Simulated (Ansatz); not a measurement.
Compare A (`CC[SiH](O)O`) with its isomer B (`C[Si](C)(O)O`).

Computed with Ansatz on PBE0-D4/def2-TZVP structures; ΔE is electronic, products minus reactants. CCSD(T)/CBS is the MP2 limit (def2-TZVPP, def2-QZVPP) plus CCSD(T) − MP2 in def2-TZVPP, frozen cores. Functionals use def2-TZVPP. One conformer a species, not always the lowest.

A:

Z-matrix (Å, degrees):
```
C
C 1 1.527
H 1 1.093 2 111.6
H 1 1.092 2 111.1 3 120.4
H 1 1.094 2 111.4 3 -120.0
Si 2 1.859 1 113.7 3 179.2
H 2 1.096 1 110.7 3 57.7
H 2 1.097 1 110.2 3 -59.2
O 6 1.648 2 105.3 1 59.4
O 6 1.646 2 112.8 1 -177.9
H 6 1.485 2 112.8 1 -61.2
H 9 0.958 6 117.5 2 -173.1
H 10 0.958 6 117.5 2 -55.6
```

B:

Z-matrix (Å, degrees):
```
C
Si 1 1.866
H 1 1.094 2 111.6
H 1 1.094 2 111.4 3 120.8
H 1 1.093 2 110.5 3 -119.6
C 2 1.853 1 111.8 3 60.7
O 2 1.654 1 109.0 3 -63.3
O 2 1.644 1 111.9 3 179.0
H 6 1.093 2 110.9 1 63.6
H 6 1.092 2 110.3 1 -176.7
H 6 1.093 2 111.2 1 -56.7
H 7 0.957 2 117.4 1 24.2
H 8 0.958 2 116.7 1 78.0
```

Problem. Which isomer does CCSD(T)/CBS put lower? Give the gap. (Best estimate.)

Solution. Computed: B, by 13.7 kcal/mol.

Problem. Give E(B) − E(A) in kcal/mol with PBE0-D4, CCSD(T)/def2-TZVPP, LDA (SPW92), ωB97M-V, CCSD/def2-TZVPP, B2PLYP, HF/def2-TZVPP. (An estimate is asked.)

Solution. Ansatz gave: PBE0-D4 -13.9, CCSD(T)/def2-TZVPP -13.3, LDA (SPW92) -13.6, ωB97M-V -14.2, CCSD/def2-TZVPP -13.3, B2PLYP -13.5, HF/def2-TZVPP -12.6. None reverses the order clearly.

Problem. Does the order hold for the free energy at 298.15 K (harmonic terms from PBE0-D4)? (Best estimate.)

Solution. The calculation gave: Yes: G(B) − G(A) = -14.8 kcal/mol, for one conformer each.

Largest T1 diagnostic: 0.011.

In def2-TZVPP, CCSD(T) changes the Hartree–Fock value by −0.8 kcal/mol (the triples alone add −0.1 kcal/mol) and MP2 by −1.1 kcal/mol. At CCSD(T), def2-SVP lies +4.0 kcal/mol from the extrapolated value and def2-TZVPP +0.4 kcal/mol.
